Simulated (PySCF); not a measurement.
An unknown is described by computed data only.

Formula: C4H15N2PSi2.

| Item | Value |
| --- | --- |
| 1H NMR | chemical shifts (computed TMS as zero) by class: 6.57 (1 H), 6.54 (1 H), 6.28 (1 H), 5.41 (1 H), 5.23 (1 H), 2.63 (6 H), 1.34 (2 H), -0.01 (2 H) ppm [GIAO PBE0/pcSseg-1] |
| Rotational structure | rotational constants A, B, C: 1.174, 0.651, 0.498 GHz [GFN2-xTB] |
| NMR, other nuclei | isotropic shieldings of nuclei other than C and H, by class: 254 (1 N), 258 (1 N), 374 (1 Si), 384 (1 Si), 593 (1 P) ppm [GIAO PBE0/pcSseg-1] |
| Dipole | 2.31 D [PBE0/pcSseg-1] |
| 13C NMR | chemical shifts (computed TMS as zero) by class: 146.2 (1 C), 143.5 (1 C), 42.5 (2 C) ppm [GIAO PBE0/pcSseg-1] |

The electronic properties come from PySCF, for the isolated species, density fitting. Levels stand in brackets. Geometry: GFN2-xTB, one conformer, isolated molecule. Each NMR value is the plain mean over a class of atoms that symmetry, rotation or inversion makes alike.

**Question.** Propose a structure and show how it fits.

**Answer.** Numbering: `[CH2:1]=[CH:2][Si@@H:3]([N:4]([CH3:5])[CH3:6])[Si@H:7]([NH2:8])[PH2:9]`. 4 carbons fall into 3 classes; from least to most shielded: alkene CH carbon [C2] (146.2 ppm), terminal =CH2 carbon [C1] (143.5 ppm), N-methyl carbon [C5/C6] (42.5 ppm, 2 C, up to 2.4 ppm apart in this geometry). Hydrogen classes from least to most shielded: 1 H on an alkene CH carbon, C2 (6.57 ppm), 1 H on a terminal =CH2 carbon, C1 (6.54 ppm), 1 H on a terminal =CH2 carbon, C1 (6.28 ppm), 1 H on an SiH silicon, Si7 (5.41 ppm), 1 H on an SiH silicon, Si3 (5.23 ppm), 6 H on 2 N-methyl carbons, C5/C6 (2.63 ppm, a mean of values up to 0.5 ppm apart in this geometry), 2 H on a three-coordinate phosphorus, P9 (1.34 ppm, a mean of values up to 0.6 ppm apart in this geometry), 2 H on a silicon-bound nitrogen, N8 (-0.01 ppm). The other shieldings belong to: 254 ppm, silicon-bound nitrogen [N4]; 258 ppm, silicon-bound nitrogen [N8]; 374 ppm, SiH silicon [Si3]; 384 ppm, SiH silicon [Si7]; 593 ppm, three-coordinate phosphorus [P9]. The optimised geometry has point group C1 and is an asymmetric top. Structure: `C=C[Si@@H](N(C)C)[Si@H](N)P`. Computed isomers that give other values at the same levels: `C/C(=P\N([SiH3])[SiH3])N(C)C` (13C chemical shifts (computed TMS as zero) by class: 214.7 (1 C), 42.8 (2 C), 18.0 (1 C) ppm). The assignments are read from this structure; whether some other isomer fits the data as well wasn't checked. The mirror image fits equally.
